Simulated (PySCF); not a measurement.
A structure optimised at PBE-D3(BJ)/def2-SVP, used in a PySCF frequency run:

```
Si
N 1 1.7379
H 2 1.0220 1 121.10
H 2 1.0224 3 111.05 1 -150.29
C 1 1.8852 2 106.94 3 -174.90
H 5 1.1078 1 110.37 2 -176.52
H 5 1.1093 6 108.45 1 -121.41
H 5 1.1097 6 107.82 7 -116.89
C 1 1.9117 2 126.08 3 -37.20
N 9 1.3005 1 95.55 2 118.58
H 9 1.1101 10 120.09 1 -175.34
C 10 1.4971 9 104.46 11 177.93
H 12 1.1110 10 110.03 9 -111.77
H 12 1.1114 13 106.90 10 121.74
```
Charge 0, spin multiplicity 1.

Problem. Write its SMILES and formula.

Solution. C[Si@]1(N)C=NC1, C3H8N2Si

Problem. What are its rotational constants (standard atomic weights)?

Solution. 4.3259, 2.3506, 2.0349 GHz
